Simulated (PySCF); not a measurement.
Excitations are Tamm–Dancoff values on a coarser integration grid. The basis has no diffuse functions, so Rydberg states are missing or too high.

Cartesian coordinates (Å):
SMILES: NC=O
```xyz
6

N     -0.6894     0.0076    -0.0812
C      0.6577    -0.0101     0.0756
O      1.4004    -0.8321    -0.4096
H     -1.2565     0.7175     0.3471
H     -1.1305    -0.7056    -0.6389
H      1.0182     0.8228     0.7070
```
Charge 0, multiplicity 1.

Question: What HOMO, S1–T1 gap (TDA), S1 oscillator strength, T1 excitation (TDA) and LUMO does M06-2X/def2-TZVP // B3LYP-D3(BJ)/def2-TZVP in PySCF give?

Answer: 
| Quantity | Value |
|---|---|
| HOMO | -9.32 eV |
| S1–T1 gap (TDA) | 0.43 eV |
| S1 oscillator strength | 0.001 |
| T1 excitation (TDA) | 5.16 eV |
| LUMO | 1.52 eV |
